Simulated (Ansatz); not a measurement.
Consider the redistribution: `C[O][AlH][GeH3]` + `[OH][GaH][SH]` → `[OH][GaH][GeH3]` + `C[O][AlH][SH]`.

Isolated molecules relaxed with PBE0-D4/def2-TZVP in Ansatz; ΔE leaves out vibrations. CBS: MP2 limit from def2 TZ/QZ plus the TZ coupled-cluster correction, frozen cores. DFT in def2-TZVPP. For Ga, Ge outer-core shells are correlated without core-valence functions, which leaves a few kJ/mol of doubt a bond. Scalar relativity is left out up to krypton. Each species was taken in one conformer, which may not be the lowest.

**Question.** Is it downhill or uphill in electronic energy at CCSD(T)/CBS, and by how much? (Best estimate.)

**Answer.** Computed: Downhill: ΔE = -30.7 kJ/mol.

**Question.** What do these levels give: r2SCAN-D4, B2PLYP, PBE0, CCSD/def2-TZVPP, SCS-MP2/def2-QZVPP, MP2/CBS(def2)? (An estimate is asked.)

**Answer.** Ansatz gave: r2SCAN-D4 -31.1, B2PLYP -32.1, PBE0 -29.2, CCSD/def2-TZVPP -30.3, SCS-MP2/def2-QZVPP -32.2, MP2/CBS(def2) -33.1 kJ/mol.

Largest T1 diagnostic among the species: 0.014.
